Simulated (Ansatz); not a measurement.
Input for Ansatz (development build ahead of 0.2.0):

```yaml
crystal:
  periodic: [false, false, false]
  atoms:
    - { symbol: Mg, position_ang: [0.0, 0.0, 2.7241] }
    - { symbol: Mg, position_ang: [0.0, 0.0, -2.7241] }
    - { symbol: Al, position_ang: [0.0, 0.0, 7.786] }
    - { symbol: Al, position_ang: [0.0, 0.0, -7.786] }
basis:
  gaussian: { orbitals: pcseg-2 }
magnetization:
  spin_polarized: true
hamiltonian:
  xc: pbe0
```

The input is written out in the form of the current development build from the run's settings.

Results

```json
{
 "Converged": "yes",
 "Total energy": "-884.44009 hartree",
 "Spin squared of the determinant": "1.008",
 "Stability test": "minimum"
}
```

Caution: charge can spread falsely over distant fragments; the unrestricted determinant is a mixture of spin states.
